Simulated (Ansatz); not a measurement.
Reaction (redistribution): `FC[SiH2][InH2]` + `[SiH3]CCI` → `[SiH3][CH2][InH2]` + `FC[SiH2]CI`

Program: Ansatz. Geometries: PBE0-D4/def2-TZVP. ΔE: electronic, gas phase. CCSD(T)/CBS adds triple-zeta CCSD(T) − MP2 to the extrapolated MP2 energy (def2 sets, frozen cores). Functionals use def2-TZVPP. def2 core potentials past Kr. For I, In outer-core shells are correlated without core-valence functions, which leaves a few kJ/mol of doubt a bond. One conformer a species, not always the lowest.

Question: Is it downhill or uphill in electronic energy at CCSD(T)/CBS, and by how much? (An estimate is asked.)

Answer: Computed: Downhill: ΔE = -1.6 kcal/mol.

Question: What do these levels give: PBE0-D4, ωB97X-V, PBE, MP2/def2-TZVPP, MP2/CBS(def2), CCSD/CBS(def2)? (Estimate.)

Answer: The calculation gave: PBE0-D4 0.9, ωB97X-V -0.3, PBE 2.3, MP2/def2-TZVPP -3.0, MP2/CBS(def2) -3.1, CCSD/CBS(def2) -1.7 kcal/mol.

Largest T1 diagnostic among the species: 0.014.

From PBE to PBE0 (25 % exact exchange), in def2-TZVPP and without D4, ΔE moves by −1.0 kcal/mol.
